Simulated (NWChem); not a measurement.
## Correlation energy of N-methylmethanimine (C2H5N)

```xyz
8

C     -1.1018     0.3452     0.0000
N      0.0354    -0.5448     0.0000
C      1.1976    -0.0473     0.0000
H     -1.7294     0.1339    -0.8824
H     -1.7294     0.1339     0.8824
H     -0.8381     1.4237     0.0000
H      1.3987     1.0455     0.0000
H      2.0757    -0.7107     0.0000
```
Charge 0, spin multiplicity 1.

Program: NWChem. All single points use one geometry, from B3LYP/def2-SVP, a minimum by its harmonic frequencies.

Basis set: STO-3G. Each correlation energy counts from its own Hartree-Fock reference.

The correlated methods keep 3 core orbitals frozen. No row is a measurement; the coupled-cluster row has its own basis-set and correlation limits.

### Question
For the correlation energy, CR-CCSD[T] gives -221.5 mHa and SCS-MP2 gives -185.3 mHa. What do CCSD+T(CCSD), MP2, CCSDT give?

### Answer
CCSD+T(CCSD): -221.8 mHa; MP2: -172.4 mHa; CCSDT: -222.1 mHa.
